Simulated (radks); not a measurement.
Question: Dipole-allowed excitations along the series with 10 electrons in [Ne]. All-electron calculation, scalar-relativistic Kohn-Sham, exchange-only LDA, spin-unpolarised, spherical densities, finite nucleus; Fermi nuclear charge, rms radius of each element as measured or else 0.836 A^(1/3) + 0.57 fm. Program: a radial shooting solver on a logarithmic mesh with Libxc functionals. Time-dependent linear response with the Hartree and adiabatic exchange-only LDA kernel, continuum included through the Sternheimer equations, no spin-orbit coupling, so fine structure and intercombination lines are absent. Lines are the poles of the dipole polarisability below minus the highest occupied eigenvalue, found on a grid refined at the orbital gaps; the lowest seven at most are given, and weak or close lines can be missed. The first line takes the name of the lowest orbital gap if no other gap lies below it; otherwise a line is named after a gap within 0.6 % of it, if that gap stands alone.

species  -e(HOMO) (eV)  lowest orbital gap (eV)  first line (eV)      f  strongest line (eV)  its f  static alpha (bohr^3)
Si4+            146.40             2p-3s 97.698   98.095 (2p-3s)  0.199  119.72 (unassigned)  0.789                 0.1728
S6+             255.70             2p-3s 162.78   163.37 (2p-3s)  0.200  196.24 (unassigned)   1.33                0.07531
Cl7+            320.70             2p-3s 200.99   201.68 (2p-3s)  0.199  240.20 (unassigned)   1.55                0.05294
Ar8+            392.60             2p-3s 242.99   243.79 (2p-3s)  0.197  287.97 (unassigned)   1.75                0.03838
K9+             471.39             2p-3s 288.78   289.68 (2p-3s)  0.196  339.55 (unassigned)   1.92                0.02854

Estimate the first line of P5+, its oscillator strength and the static polarisability.

Answer: 128.84 eV (2p-3s), f = 0.200, alpha = 0.1113 bohr^3.
